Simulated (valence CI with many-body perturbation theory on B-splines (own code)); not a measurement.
Values are calculated unless marked as measured or tabulated.
## Run record, Ho60+

The program does CI of the valence electrons with many-body perturbation theory for a frozen closed Dirac-Fock core.

Command, and the settings that its task file holds:

```sh
python run_cv.py task.json out
```

```
atom Ho  Z=67  mass_number=165  rms_radius_fm=5.2022
core [He]
valence 2s2 2p3
avg = 0
basis = S
breit = 1
cap = 10000
capref = 1200
cscale = 1
de = 0.0
dress = 0
eps = 2e-08
extrap = 1
h = 0.27
hh = 1
l2 = 3
lcore = 6
maxit = 60
n2 = 5
natural = 1
nlev = 21
nno = [3, 3, 3, 2, 1]
nroot = 26
ns = 4
nsp = [3, 3, 2, 1, 0]
pt2 = 1
qed = 1
rpa = 1
s1 = 1
s2 = 1
s3 = 1
screen = 1
tol = 2e-05
whole = 1
```

Log. The first blocks belong to the next ion, which gives the ionisation energy. Fields: 2J, parity (1 odd), roots, reference size, generating configurations, candidates as configurations/state functions, variational space P, stored matrix elements, Davidson steps; e2 is the range of second-order energies in hartree. The first line gives the box (bohr), its intervals, the orbitals and the steps of their self-consistent field. Window is the range of levels sought, series limit the energy at which the first omitted orbital would enter, core excitation an estimate of the first excitation out of the core, left out the lowest levels not solved, and shifts from estimates the range by which levels moved from their first estimate, all in cm⁻¹.

```
rmax 1.0 intervals 53 orbitals 36 references ['2s2 2p3'] scf 3 t 0.2
2J=0 par=0 roots 2 ref 28 generators 4 cand 1153/1578 P 717/1000 nnz 0 it 0
2J=0 par=0 roots 2 ref 28 generators 4 cand 462/606 P 987/1386 nnz 0 it 4
   second order: generators 4 cand 192/220 e2 -0.00000 -0.00000
reference levels 430, estimated 332, window 65216767 1/cm; series limit 81797807, core excitation 381947171
2J=3 par=1 roots 12 ref 68 generators 13 cand 7405/55181 P 1294/5184 nnz 2.4e+06 it 5
2J=3 par=1 roots 12 ref 68 generators 19 cand 7241/55076 P 2207/9983 nnz 7.3e+06 it 7
   second order: generators 21 cand 6718/53282 e2 -0.02097 -0.00218
2J=5 par=1 roots 6 ref 53 generators 9 cand 7114/61985 P 1044/4356 nnz 2e+06 it 5
2J=5 par=1 roots 6 ref 53 generators 15 cand 7452/67573 P 1948/9999 nnz 8.1e+06 it 5
   second order: generators 17 cand 6963/62788 e2 -0.01242 -0.00447
2J=1 par=1 roots 7 ref 45 generators 8 cand 4775/18734 P 1358/3771 nnz 1.2e+06 it 5
2J=1 par=1 roots 7 ref 45 generators 15 cand 6321/30010 P 2911/9995 nnz 6.9e+06 it 8
   second order: generators 19 cand 6198/31691 e2 -0.00111 -0.00032
2J=5 par=0 roots 6 ref 60 generators 9 cand 6415/52538 P 1181/4389 nnz 1.9e+06 it 5
2J=5 par=0 roots 6 ref 60 generators 16 cand 7606/68349 P 2145/9994 nnz 7.7e+06 it 5
   second order: generators 19 cand 7057/63601 e2 -0.01232 -0.00293
2J=1 par=0 roots 6 ref 53 generators 9 cand 4733/18616 P 1454/3994 nnz 1.3e+06 it 5
2J=1 par=0 roots 6 ref 53 generators 14 cand 5405/24261 P 3146/9998 nnz 6.7e+06 it 5
   second order: generators 16 cand 4997/25600 e2 -0.00102 -0.00004
2J=3 par=0 roots 8 ref 72 generators 8 cand 5358/33513 P 1282/5188 nnz 2.5e+06 it 5
2J=3 par=0 roots 8 ref 72 generators 16 cand 7422/55416 P 2223/9999 nnz 7.5e+06 it 9
   second order: generators 17 cand 6481/50605 e2 -0.00753 -0.00203
2J=7 par=1 roots 2 ref 30 generators 4 cand 4739/44097 P 887/3537 nnz 1.4e+06 it 4
2J=7 par=1 roots 2 ref 30 generators 9 cand 6033/56250 P 1835/9992 nnz 9.3e+06 it 5
   second order: generators 9 cand 5085/49795 e2 -0.00295 -0.00175
2J=7 par=0 roots 1 ref 27 generators 2 cand 2671/27803 P 892/3537 nnz 1.3e+06 it 4
2J=7 par=0 roots 1 ref 27 generators 5 cand 4644/43599 P 1721/9999 nnz 1.1e+07 it 5
   second order: generators 6 cand 4701/43419 e2 -0.00040 -0.00040
2J=9 par=0 roots 1 ref 8 generators 1 cand 1437/13668 P 859/3501 nnz 1.5e+06 it 4
2J=9 par=0 roots 1 ref 8 generators 3 cand 2056/18348 P 1648/9999 nnz 1.3e+07 it 5
   second order: generators 4 cand 2226/21462 e2 -0.00003 -0.00003
2J=9 par=1 roots 1 ref 11 generators 2 cand 2141/19069 P 765/3512 nnz 1.6e+06 it 4
2J=9 par=1 roots 1 ref 11 generators 3 cand 2135/18437 P 1545/10000 nnz 1.4e+07 it 5
   second order: generators 3 cand 1355/11949 e2 -0.00005 -0.00005
left out: unestimated 87861933, estimated 68750862, shifts from estimates -83 to 107
```

Task: What became of the run, and why?

Result: It gave no result: the setting left no core shell for the response of the core. The program said: "need at least one array to concatenate".
